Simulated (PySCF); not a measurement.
Method: B3LYP-D3(BJ)/def2-TZVP (PySCF). Isolated molecules, 0 K electronic values unless said otherwise. B3LYP has the VWN-RPA correlation part, as in Gaussian. 

Reference species (SMILES): `[F][Sn]([F])([F])[F]` (neutral, multiplicity 1).

```
Item                      Value
----------------------  -------
S1 oscillator strength    0.000
HOMO–LUMO gap           7.91 eV
```

Changed species: `[OH][Sn]([F])([F])[F]` (1 of 4 F replaced by OH; the reference has 0 of 4 F replaced by OH).

**Question.** Predict the effect on the S1 oscillator strength and HOMO–LUMO gap.

**Answer.** the S1 oscillator strength rises by 0.017, to 0.017; the HOMO–LUMO gap falls by 1.31 eV, to 6.60 eV.
